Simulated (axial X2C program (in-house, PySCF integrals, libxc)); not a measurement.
# Ionising LiCa

Calculated with an in-house all-electron X2C program for linear molecules (integrals from PySCF), spin-free (one-electron X2C) or two-component (2c: spin–orbit coupling with atomic mean-field Coulomb and Gaunt terms, which also bring small scalar terms), in Dyall basis sets with cores contracted in-house; open shells are unrestricted.

Basis sets: Ca dyall-cv3z, Li dyall-cv3z. Frozen shells (counts by l): LiCa Ca 2s1p, Li 1s, 11 electrons correlated; LiCa⁺ Ca 2s1p, Li 1s, 10 electrons correlated. Coupled cluster in natural virtuals with an MP2 remainder. Where the outer core of a metal is frozen, bonds come out longer and ionisation energies lower.

| Hamiltonian | level | LiCa state | Re (Å) | ωe (cm⁻¹) | De (eV) |
| --- | --- | --- | --- | --- | --- |
| spin-free | HF | M_S = 1/2, Λ = 0 | 3.633 | 149.5 | 0.12 |
| spin-free | LDA | M_S = 1/2, Λ = 0 | 3.343 | 206.3 | 0.48 |
| spin-free | PBE0 | M_S = 1/2, Λ = 0 | 3.411 | 199.7 | 0.38 |
| 2c | HF | Ω = 1/2 | 3.633 | 149.4 | 0.12 |
| 2c | LDA | Ω = 1/2 | 3.343 | 206.3 | 0.48 |
| 2c | PBE0 | Ω = 1/2 | 3.411 | 199.6 | 0.38 |
| 2c | CCSD | Ω = 1/2 | 3.398 | 194.6 | 0.25 |
| 2c | CCSD(T) | Ω = 1/2 | 3.394 | 192.8 | 0.26 |

Adiabatic ionisation energy (minimum to minimum, no zero-point term) and constants of LiCa⁺:

| Hamiltonian | level | LiCa⁺ state | IE (eV) | Re (Å) | ωe (cm⁻¹) | De (eV) | fragments |
| --- | --- | --- | --- | --- | --- | --- | --- |
| spin-free | HF | M_S = 0, Λ = 0 | 4.27 | 3.347 | 239.7 | 0.99 | Ca+ + Li |
| spin-free | LDA | M_S = 0, Λ = 0 | 4.65 | 3.208 | 247.7 | 1.29 | Ca + Li+ |
| spin-free | PBE0 | M_S = 0, Λ = 0 | 4.61 | 3.245 | 250.7 | 1.34 | Ca + Li+ |
| 2c | HF | Ω = 0 | 4.27 | 3.347 | 239.7 | 0.99 | Ca+ + Li |
| 2c | LDA | Ω = 0 | 4.65 | 3.208 | 247.7 | 1.29 | Ca + Li+ |
| 2c | PBE0 | Ω = 0 | 4.61 | 3.245 | 250.7 | 1.34 | Ca + Li+ |
| 2c | CCSD | Ω = 0 | 4.40 | 3.291 | 242.0 | 1.19 | Ca + Li+ |
| 2c | CCSD(T) | Ω = 0 | 4.41 | 3.292 | 240.5 | 1.19 | Ca + Li+ |

Task: Add the zero-point terms to the ionisation energy at CCSD(T), 2c, and say whether the electron removed was bonding.

Result: IE0 = IE + (ωe⁺ − ωe)/2 = 4.41 + (0.003) = 4.41 eV. Re changes by -0.102 Å, so the bond shortens, as on loss of an antibonding or a polarising non-bonding electron.

Task: Close the cycle De(LiCa⁺) + IE(LiCa) = De(LiCa) + IE(Li) to find the atomic ionisation energy at CCSD(T), 2c.

Result: IE(Li) = 1.19 + 4.41 − 0.26 = 5.34 eV, for the determinants used.

Each entry is the lowest single determinant of a limited PBE0 search at one distance. De goes to single-determinant-based atoms at the same level (for ions the charge split of lowest energy) and is withheld (n/a) where an atom does not fit its ground term or J level. Main or longest-lived isotopes. One determinant is a doubtful description, or other states lie close, for LiCa; these need not be ground states, and all values refer to the states named.
